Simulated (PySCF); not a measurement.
FRb. Atoms are numbered in the order given.

```xyz
2

Rb     0.0000     0.0000    -0.4635
F      0.0000     0.0000     1.9054
```

Geometry: PBE-D3(BJ)/def2-TZVPD. The def2 effective core potentials stand for the cores of Rb; spin–orbit coupling is left out.

Computed with TDDFT-PBE0/def2-TZVPD run with PySCF 2.14.0.

Vertical excitations; the highest root listed may be one member of a degenerate set. The molecule is in vacuum. State labels are in the subgroup C2v.

| state | symmetry | energy (eV) | λ (nm) | f | main pairs |
|---|---|---|---|---|---|
| S1 | B2 | 4.14 | 300 | 0.004 | HOMO→LUMO (degenerate set) |
| S2 | B1 | 4.14 | 300 | 0.004 | HOMO−1→LUMO (degenerate set) |
| S3 | A1 | 4.19 | 296 | 0.044 | HOMO−2→LUMO 98 % |
| S4 | B2 | 5.52 | 224 | 0.004 | HOMO−2→LUMO+2 (degenerate set) |
| S5 | B1 | 5.52 | 224 | 0.004 | HOMO−2→LUMO+1 (degenerate set) |
| S6 | A2 | 5.54 | 224 | 0.000 | HOMO−1→LUMO+2, HOMO→LUMO+1 (degenerate set) |
| S7 | A1 | 5.54 | 224 | 0.000 | HOMO−1→LUMO+1, HOMO→LUMO+2 (degenerate set) |
| S8 | A1 | 5.55 | 223 | 0.000 | HOMO→LUMO+2 48 %, HOMO−1→LUMO+1 48 % |
| S9 | A2 | 5.55 | 223 | 0.000 | HOMO→LUMO+1 48 %, HOMO−1→LUMO+2 48 % |
| S10 | A1 | 5.69 | 218 | 0.002 | HOMO−2→LUMO+3 92 % |
| T1 | A1 | 4.03 | 307 | 0 | HOMO−2→LUMO 98 % |
| T2 | B2 | 4.10 | 303 | 0 | HOMO→LUMO (degenerate set) |
| T3 | B1 | 4.10 | 303 | 0 | HOMO−1→LUMO (degenerate set) |
| T4 | A1 | 5.50 | 225 | 0 | HOMO→LUMO+2 47 %, HOMO−1→LUMO+1 47 % |
Triplets are in the Tamm–Dancoff approximation, which puts them higher than full response would, so one can lie above its singlet here.
